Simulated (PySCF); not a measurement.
## Sc (scandium, neutral) across methods

[Ar] 3d1 4s1 4p1, one real determinant (an excited configuration). All numbers are calculated (PySCF 2.14, the spin-free X2C one-electron Hamiltonian (Gaussian nucleus), in aug-cc-pVTZ-DK).

```
 method  E (hartree)  mean ε 4s α (eV)  mean ε 3d α (eV)  mean ε 4p α (eV)  Σ⟨r²⟩ (bohr²)   ⟨S²⟩
    LDA     -762.128            -5.349            -4.906            -2.439          56.96  3.750
r2SCANh     -764.075            -5.651            -5.812            -2.729          56.74  3.751
    PBE     -763.895            -5.206            -4.952            -2.456          57.14  3.750
   PBE0     -763.934            -5.936            -6.395            -3.045          56.92  3.751
  wB97X     -764.113            -7.707            -8.607            -4.606          57.00  3.751
 r2SCAN     -764.078            -5.381            -5.265            -2.519          56.72  3.751
   BLYP     -764.138            -5.003            -4.816            -2.193          57.65  3.750
```

**Question.** Estimate the same row for UHF.

**Answer.** E (hartree) = -763.24998; mean ε 4s α (eV) = -7.818; mean ε 3d α (eV) = -10.430; mean ε 4p α (eV) = -4.624; Σ⟨r²⟩ (bohr²) = 58.52; ⟨S²⟩ = 3.752.

⟨L²⟩ = 8.01 against 12 for a pure F term, so this real determinant mixes terms.
